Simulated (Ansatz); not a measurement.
Consider the atomization: `O[SiH2][BH][ZnH]` → B• + 5 H• + O• + Si• + Zn (atom).

Gas-phase electronic energies from Ansatz, PBE0-D4/def2-TZVP geometries. CCSD(T)/CBS adds triple-zeta CCSD(T) − MP2 to the extrapolated MP2 energy (def2 sets, frozen cores). This one scheme is used for every species, atoms too. Functionals use def2-TZVPP. B3LYP here is the variant with VWN-RPA as its local correlation; programs differ in this. No spin–orbit coupling; open shells (•) take unrestricted orbitals. Spin–orbit coupling would lower the free atoms: a little for B, O, Si. For Zn outer-core shells are correlated without core-valence functions, so the limit isn't a true one: a few kJ/mol of doubt a bond, and 10 to 20 or more in all where bonds break to atoms. Scalar relativity is left out up to krypton. Each species was taken in one conformer, which may not be the lowest.

| level | ΔE (kJ/mol) | difference from CCSD(T)/CBS |
| --- | --- | --- |
| r2SCAN-D4 | 2604.3 | 27.5 |
| PBE0-D4 | 2560.5 | -16.3 |
| B3LYP-D4 | 2567.5 | -9.3 |
| ωB97X-V | 2607.4 | 30.6 |
| ωB97M-V | 2590.7 | 13.9 |
| PBE0 | 2545.9 | -30.9 |
| B3LYP | 2539.6 | -37.2 |
| HF/def2-TZVPP | 1902.7 | -674.1 |
| MP2/def2-TZVPP | 2543.5 | -33.3 |
| SCS-MP2/def2-TZVPP | 2540.7 | -36.1 |
| CCSD(T)/def2-TZVPP | 2510.1 | -66.7 |
| HF/def2-QZVPP | 1909.1 | -667.7 |
| MP2/def2-QZVPP | 2584.0 | 7.2 |
| HF/CBS(def2) | 1910.1 | -666.7 |
| MP2/CBS(def2) | 2610.2 | 33.4 |
| CCSD/CBS(def2) | 2545.9 | -30.9 |
| CCSD(T)/CBS | 2576.8 | 0 |

Largest T1 diagnostic among the species: 0.017.

The D4 term adds +27.9 kJ/mol with B3LYP and +14.6 kJ/mol with PBE0; it sums over pairs of atoms, weighted by their polarisabilities, and B3LYP, whose exchange is more repulsive, gets the larger term. From PBE to PBE0 (25 % exact exchange), in def2-TZVPP and without D4, ΔE moves by −23.1 kJ/mol: exact exchange takes away binding that semilocal exchange gives to molecules.

For atomizations the MP2-based limit and the directly extrapolated one differ by several kJ/mol either way, and by 10 to 25 for some Ge, Se and Sn compounds, so smaller differences from it don't rank the levels.
